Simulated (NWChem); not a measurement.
CuHOF, doublet; SMILES [Cu]([OH])[F]

```xyz
4

Cu    -0.0059    -0.0125     0.0000
F     -0.0061    -1.7427     0.0000
O     -0.0684     1.7304     0.0000
H      0.7738     2.2042     0.0000
```
Atoms are numbered in this order, from 1.

Results from NWChem. Pople sets run with spherical d functions. Spin-unrestricted. In the optimisation the excess spin sits in a" (Cs, its own frame). All runs use the structure optimised with PBE0/def2-SVP, spin-unrestricted. This spin state was assumed; another may lie lower. No stability test was run on the SCF state. Level M06-2X/6-31G*: energy and gradient on several grids; changes count from the extra-fine grid, which is no exact limit either.

```
grid     size of the energy change (μHa)  largest change of a gradient component (μHa/bohr)
-------  -------------------------------  -------------------------------------------------
xcoarse                            30000                                               2000
coarse                               400                                                600
medium                                30                                                200
fine                                < 10                                                 90
xfine                               < 10                                               < 30
```
